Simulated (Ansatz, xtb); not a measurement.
Isomers of C8H4S in order of energy

4 gas-phase structures of C8H4S, from a drawn sample of its isomers (lower ones may exist). Each was relaxed with GFN2-xTB:

A. `C#Cc1ccsc1C#C`, a singlet
B. `C#Cc1ccc(C#C)s1`, a singlet
C. `C#Cc1cscc1C#C`, a singlet
D. `C#Cc1csc(C#C)c1`, a singlet

Task: Estimate their order in r2SCAN-D4/def2-SVP//GFN2-xTB energy at these geometries, lowest first.

Result: Calculated order at r2SCAN-D4/def2-SVP//GFN2-xTB: B (0.0), A (4.3), D (6.6), C (10.7) kJ/mol. Less than 1 kcal/mol parts A and D; D and C, so the order within those pairs means little.

Energies above the lowest of each column, in kJ/mol; the last columns are at r2SCAN-D4/def2-SVP geometries:

```csv
structure,GFN2-xTB,HF/STO-3G,r2SCAN-D4/def2-SVP//GFN2-xTB,r2SCAN-D4/def2-SVP,CCSD(T)/def2-SVP + ΔMP2/def2-TZVPP
B,0.0,0.0,0.0,0.0,0.9
A,2.6,2.3,4.3,4.1,0.0
D,3.5,2.2,6.6,6.2,0.7
C,6.1,5.7,10.7,10.2,0.4
```

CCSD(T)/def2-SVP + ΔMP2/def2-TZVPP has A and B and C and D within 1 kcal/mol of each other at the bottom, and every level picks one of them. CCSD(T)/def2-SVP + ΔMP2/def2-TZVPP orders those it was run on as A (0.0), C (0.4), D (0.7), B (0.9) kJ/mol. Less than 1 kcal/mol parts A and C; C and D; D and B, so the order within those pairs means little. ΔMP2 is the change of the MP2 energy from the smaller to the larger basis.

Over these structures GFN2-xTB departs from r2SCAN-D4/def2-SVP//GFN2-xTB by 1.5 kJ/mol on average once a common shift is removed. A GFN2-xTB relaxation took about 0.27 s and the r2SCAN-D4/def2-SVP//GFN2-xTB energy about 5.9 s on a shared host (Ansatz 0.2.0, xtb 6.7.1).
